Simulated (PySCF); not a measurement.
A calculated (UHF, PySCF 2.14, 6-31G*, no relativity, point nucleus) atom or ion has these occupied shells.

| shell | electrons | orbital energy (eV) | rms radius, mean of both spins (bohr) |
| --- | --- | --- | --- |
| 1s α | 1 | -944.77 | 0.183 |
| 1s β | 1 | -940.99 | 0.183 |
| 2s α | 1 | -99.192 | 0.923 |
| 2s β | 1 | -86.446 | 0.923 |
| 2p α | 3 | -70.142 | 0.916 |
| 2p β | 1 | -63.956 | 0.916 |

Task: Name the element and its charge.

Result: Ne²⁺ (neon, charge +2), in [He] 2s2 2p4, high-spin 3P determinant.
